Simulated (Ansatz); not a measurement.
Born–Oppenheimer molecular dynamics of CH₅FGe (8 atoms, charge 0, multiplicity 1). It starts at the highest image of a converged band. Of that band: Neighbouring images differ by up to 1.9 eV, so the band resolves the path poorly. A vibrational analysis at the climbing image gives one clearly imaginary mode, 1184i cm⁻¹: a first-order saddle point.

Theory: RKS r2SCANh/def2-SVP in Ansatz 0.2.0.

```json
{
  "ensemble": "NVE (velocity Verlet)",
  "time step": "0.5 fs",
  "steps asked": "200",
  "starting velocities drawn for": "100 K",
  "seed": "4182"
}
```

First frame:

```xyz
8
Properties=species:S:1:pos:R:3
Ge 0.337 -0.007 -0.418
C 1.064 -0.018 1.723
H 0.092 0.286 2.134
H 1.344 -1.038 2.004
H 1.833 0.701 2.034
H 1.675 0.446 0.179
F -0.952 1.132 -0.079
H -0.242 -1.395 -0.140
```

Q: How far do the bonds stretch over the last three quarters of this one trajectory? (Pairs bonded in most of those frames.)

A: 
```tsv
bond	mean (Å)	spread (Å)	shortest	longest
Ge1–F7	1.765	0.010	1.75	1.78
Ge1–H8	1.614	0.027	1.55	1.66
C2–H3	1.104	0.043	1.03	1.17
C2–H4	1.101	0.037	1.03	1.17
C2–H5	1.104	0.050	1.00	1.21
C2–H6	1.129	0.101	0.97	1.32
```

Mean temperature of the second half: 1770 K. The conserved energy stayed within 0.91 meV per atom of its start (net change 0.19 meV per atom), so the integration is sound. The kinetic energy rose, since the run started high on the potential surface and went downhill. It ends in pieces (CH4 + FGeH), so much of that is their flight and rotation, not heat. A run of 0.1 ps of so small a system gives no equilibrium averages. The orbitals stay closed-shell, which can raise the energy where a bond breaks towards radicals; this wasn't checked here.

The run took 7.7 min on 2 threads of Arm Neoverse V1 (shared host), peak memory 0.19 GiB.
